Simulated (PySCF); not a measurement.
C₂H₃ClF₂O₂Si, SMILES CC(=O)O[Si](F)(F)Cl. Atoms are numbered in the order given.

```xyz
11

C     -3.1449     0.2154     0.4580
C     -1.7855     0.1995    -0.1752
O     -1.4933     0.6092    -1.2643
O     -0.8428    -0.3558     0.6432
Si     0.7449    -0.4335     0.1459
F      0.9007    -1.3384    -1.1605
F      1.5078    -1.1750     1.3397
Cl     1.5635     1.3844    -0.1330
H     -3.8689     0.6621    -0.2333
H     -3.4408    -0.8129     0.7140
H     -3.1037     0.7893     1.3958
```
Charge 0, spin multiplicity 1.

Coordinates come from a ωB97X-D3(BJ)/def2-SVP optimisation. One conformer was computed; it need not be the lowest.

All values below come from PBE0/pcSseg-1 run with PySCF.

GIAO shieldings, no solvent; atoms listed in one row are averaged. δ = σ(ref) − σ: ¹³C against TMS (σ = 186.3 ppm); ¹⁷O against H2O (σ = 334.2 ppm); ²⁹Si against TMS (σ = 352.7 ppm); ¹⁹F against CFCl3 (σ = 167.2 ppm); ³⁵Cl against HCl (σ = 945.9 ppm); ¹H against TMS (σ = 31.56 ppm), references at their B3LYP-D3(BJ)/def2-TZVP geometries, non-relativistic (without spin–orbit terms, shifts of atoms bonded to Cl or Br come out too high).

Computed chemical shifts:
```tsv
nucleus	atoms	count	δ (ppm)
¹³C	C2	1	176.9
¹³C	C1	1	24.6
¹⁷O	O3	1	493.2
¹⁷O	O4	1	239.7
²⁹Si	Si5	1	-61.7
¹⁹F	F6	1	-133.7
¹⁹F	F7	1	-141.6
³⁵Cl	Cl8	1	44.8
¹H	H9, H10, H11	3	2.45
```
